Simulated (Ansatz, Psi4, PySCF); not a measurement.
Cl₄Te (SMILES Cl[Te](Cl)(Cl)Cl), singlet, at a GFN2-xTB geometry (all electrons, no relativity). Base run: PBE/STO-3G run with PySCF.

Here is a job for PySCF.
```python
from pyscf import gto, scf, dft

mol = gto.M(
    atom='''
Te   -0.005348    0.012234    0.483277
Cl    1.165969   -1.490760   -0.826448
Cl    1.904219    1.503369    0.120414
Cl   -1.146570    1.446389   -0.926392
Cl   -1.907258   -1.496418    0.154168
''',
    basis='sto-3g',
    charge=0,
    spin=0,
    verbose=3,
)

mf = dft.RKS(mol)
mf.xc = 'pbe'
mf.kernel()
```

The same geometry, method and basis name were run in Ansatz (a program for electronic structure) and Psi4 and PySCF, at each program's defaults and at the settings that a row names. The base is PySCF at its defaults. Differences at the defaults can come from grids, fitting, cores and function types together.

| code and settings | ΔE vs base (mEh) | basis functions | E (Eh) | SCF cycles | dipole (D) |
|---|---|---|---|---|---|
| PySCF, defaults (exact integrals, its default grid, spherical functions) | 0.000 | 63 | -8368.58842 | 8 | 1.40 |
| Ansatz, defaults (factorised integrals, its default grid, spherical functions) | 0.000 | 63 | -8368.58842 | - | - |
| PySCF, fine grid | 0.006 | 63 | -8368.58841 | 8 | 1.40 |
| Psi4, exact integrals, spherical functions, fine grid | 0.084 | 63 | -8368.58833 | 9 | 1.40 |
| Ansatz, high accuracy | 0.002 | 63 | -8368.58841 | - | - |
